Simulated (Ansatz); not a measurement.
V3. Total charge 0; quartet. Geometry PBE-D4/def2-TZVP; atoms count from 1.

```tsv
atom	x (Å)	y (Å)	z (Å)
V1	-0.843	0.236	0.766
V2	-0.494	0.480	-0.937
V3	1.337	-0.716	0.172
```

The charge 0 quartet is spin-contaminated (final ⟨S²⟩ up to 5.21, 3.75 for a pure state). At PBE0-D4/def2-TZVP a sextet of charge 0 lies 0.26 eV below the quartet, each at its own geometry. The structure comes from a short search, and lower isomers may exist.

Q: Estimate the Mulliken populations from the PBE0/def2-TZVP orbitals of Ansatz.

A: 
```
atom  charge (e)  spin (α − β)  d electrons
  V1        0.03         -0.21         3.96
  V2        0.04         -1.12         3.95
  V3       -0.08          4.33         3.93
```
Mulliken values depend strongly on the basis.

Q: Where does the spin sit?

A: Summed by element: V 3.00, of 3 unpaired in all. Largest on single atoms: V3 4.33, V2 -1.12, V1 -0.21.

Q: And the Mayer bond orders between heavy atoms (over 0.3)?

A: V1–V2 3.91 (1.76 Å); V1–V3 1.00 (2.45 Å); V2–V3 0.98 (2.45 Å).
